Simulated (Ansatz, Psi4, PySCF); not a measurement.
C₄H₁₁BBrN, singlet, geometry from GFN2-xTB, atoms displaced at random by about 0.08 Å a coordinate. Base run: PySCF with B3LYP/STO-3G, gradient.

Input for PySCF:
```python
from pyscf import gto, scf, dft

mol = gto.Mole()
mol.atom = '''
    B    -0.20154140    0.18732375   -0.35729925
    Br    0.45750150   -1.15717664    0.82452768
    C    -0.61236480   -0.16574970   -1.85796879
    C    -0.48351996   -1.56440012   -2.22796834
    H     0.08544093    0.54743701   -2.60116141
    H    -1.45583902    0.29403964   -2.16460280
    H    -1.24554895   -2.03007860   -1.77195052
    H     0.63095853   -2.00815491   -2.04952038
    H    -0.76126938   -1.69415693   -3.31911401
    N    -0.15327470    1.52944925    0.29330850
    C     0.11772339    1.95637610    1.54937042
    C    -0.53083818    2.75627650   -0.54540464
    H     1.22975092    2.62422242    1.58944576
    H    -0.76659469    2.50285451    2.06617074
    H     0.52252892    1.10789908    2.10164982
    H    -1.38736545    3.22357785   -0.25947995
    H     0.29115309    3.53942937   -0.70710397
    H    -0.79348559    2.38368911   -1.67695679
'''
mol.basis = 'sto-3g'
mol.verbose = 4
mol.build()

mf = dft.RKS(mol)
mf.xc = 'b3lyp'
mf.kernel()
g = mf.nuc_grad_method()
grad = g.kernel()
```

Programs used: Ansatz (an electronic-structure program), Psi4, PySCF; a row that names a program was run with it.

The coordinate followed is z of atom 5.

Variants of this job, named by their change:

```csv
change,dE/dx (Eh/bohr),net force (Eh/bohr)
base,-0.045509,0.000189
grid_response = on,-0.045495,0.000000
code = psi4,-0.045491,0.000264
grids.level = 1; grid_response = off,-0.045523,0.000240
finite difference step (bohr) = 1e-5; conv_tol = 1e-11,-0.045497,-
density fitting = on; auxbasis_response = off,-0.045445,0.000998
grids.level = 0; grid_response = on,(withheld),0.000000
grids.level = 1; grid_response = on,-0.045523,0.000000
grids.level = 0; grid_response = off,-0.045911,0.003616
conv_tol = 1e-6,-0.045519,0.000189
code = ansatz,-0.045506,0.000000
density fitting = on,-0.045495,0.000189
```

Task: Complete the blanks.

Result: 
- grids.level = 0; grid_response = on, dE/dx (Eh/bohr): -0.047528

The net force is zero for an exact gradient.
